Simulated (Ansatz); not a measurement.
Born–Oppenheimer molecular dynamics of CH₆AlFOSi (11 atoms, charge 0, multiplicity 1). It starts at the highest image of a converged band. Of that band: Neighbouring images differ by up to 2.4 eV, so the band resolves the path poorly. A vibrational analysis at the climbing image gives one clearly imaginary mode, 1258i cm⁻¹: a first-order saddle point.

Level of theory: Ansatz, RKS PBE/def2-SVP.

- ensemble: NVE (velocity Verlet)
- time step: 0.5 fs
- steps asked: 200
- starting velocities drawn for: 100 K
- seed: 10829

First frame:

```xyz
11
Properties=species:S:1:pos:R:3
O -0.735 1.485 0.998
Si 0.539 0.192 0.274
Al 0.403 -1.984 1.358
C -0.075 0.352 -1.556
F -0.335 1.721 -1.789
H -0.959 1.999 0.183
H 0.561 1.670 0.982
H 1.396 -3.139 0.847
H -0.380 -2.146 2.749
H -1.026 -0.198 -1.735
H 0.677 -0.010 -2.291
```

(1) How far do the bonds stretch over the last three quarters of this one trajectory? (Pairs bonded in most of those frames.)

Results:

(1) 
```tsv
bond	mean (Å)	spread (Å)	shortest	longest
O1–Si2	1.720	0.085	1.58	1.89
O1–H6	0.981	0.009	0.97	1.00
Si2–Al3	2.483	0.068	2.38	2.58
Si2–C4	1.941	0.032	1.87	1.99
Al3–H8	1.618	0.045	1.55	1.69
Al3–H9	1.605	0.011	1.59	1.63
C4–F5	1.414	0.021	1.37	1.45
C4–H10	1.115	0.005	1.11	1.13
C4–H11	1.113	0.008	1.10	1.13
```

Mean temperature of the second half: 1097 K. The conserved energy stayed within 0.58 meV per atom of its start (net change 0.033 meV per atom), so the integration is sound. The kinetic energy rose, since the run started high on the potential surface and went downhill. A run of 0.1 ps of so small a system gives no equilibrium averages. The orbitals stay closed-shell, which can raise the energy where a bond breaks towards radicals; this wasn't checked here.

The run took 5.5 min on 2 threads of Intel(R) Xeon(R) Platinum 8375C CPU @ 2.90GHz (Ice Lake), with other jobs on the host, peak memory 0.17 GiB.
